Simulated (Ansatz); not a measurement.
Input for Ansatz (an electronic-structure program): R-PBE0/def2-TZVPPD on CH4F2O (a complex), monomers drawn apart or pushed together. Files ending in .json are basis or fitting sets from the Basis Set Exchange.

Ansatz 0.2 input:
```yaml
crystal:
  periodic: [false, false, false]
  atoms:
    - {symbol: O, position_ang: [0.24599637, 0.28892396, -0.05210332]}
    - {symbol: H, position_ang: [0.38210262, -0.47114322, -0.62652152]}
    - {symbol: H, position_ang: [-0.54111725, 0.08411645, 0.46665587]}
    - {symbol: F, position_ang: [0.62897232, -0.77840466, 4.61351748]}
    - {symbol: C, position_ang: [0.23252780, 0.36641890, 3.99455625]}
    - {symbol: F, position_ang: [-1.01976195, 0.15283564, 3.46970591]}
    - {symbol: H, position_ang: [0.91030063, 0.58348159, 3.17046066]}
    - {symbol: H, position_ang: [0.15483697, 1.16060388, 4.73753384]}
basis:
  gaussian:
    orbitals: def2-TZVPPD.json
hamiltonian:
  xc: {name: PBE0}
scf: {lower_state_search: off}
```

The log:

```
WARN ansatz: RAYON_NUM_THREADS=1 ignored (pool sized by the plan → 1); use --threads N
Functional definition: PBE0
these checks for a lower state are left out or cut short: stability, starts, cluster_reference, orbital_swaps, neighbouring_geometries, increment
integrals: 0.10 GiB planned
988 factors; their error is unknown
mean field: 1.01 GiB planned
mean field evaluation 1: about -8573.0561 eV, gradient 5.8e1 eV
mean field evaluation 2: about -8565.6998 eV, gradient 8.6e1 eV
mean field evaluation 4: about -8578.1589 eV, gradient 2.8e0 eV
mean field evaluation 8: about -8578.1698 eV, gradient 2.8e-2 eV
mean field evaluation 16: about -8578.1827 eV, gradient 9.9e-6 eV
mean field -8578.18265870 eV, -315.2423982064 hartree, gradient 1.3e-6 eV, S^2 0.000000; 0 other end points of the search recorded, 0 dependent functions left out
reference -8578.18270675 eV, -315.2423999722 hartree; 18, 18 occupied and 207, 207 virtual orbitals, 988 factors
Total energy: -8578.18270675 eV, -315.2423999722 hartree
Checks for a lower state left out: stability, starts, cluster_reference, orbital_swaps, neighbouring_geometries, increment
```

The calculation finished and met its thresholds.

Cost: about 2.0 core-seconds (a rough figure).
